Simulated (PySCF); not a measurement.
**Correlation energy of F⁺ (fluorine, charge +1)**

[He] 2s1 2p4 3s1, high-spin 5P determinant (an excited configuration). All numbers are calculated (PySCF 2.14, the spin-free X2C one-electron Hamiltonian (Gaussian nucleus), in aug-cc-pCVTZ-DK (7s6p4d2f, 59 functions)). Frozen: nothing; 8 electrons correlated.

MP2 pair energies summed by pair of shells (mhartree):

```csv
pair,energy,share (%)
2p-2p,-85.95,50.6
1s-1s,-35.71,21.0
1s-2p,-16.02,9.4
2s-2p,-14.84,8.7
2p-3s,-13.84,8.2
1s-2s,-2.78,1.6
2s-3s,-0.38,0.2
1s-3s,-0.26,0.2
```

Total MP2 correlation energy: -169.77 mhartree.

Same-spin part -43.47 and opposite-spin part -126.30 mhartree; SCS-MP2 scales them by 1/3 and 6/5 to -166.05 mhartree.
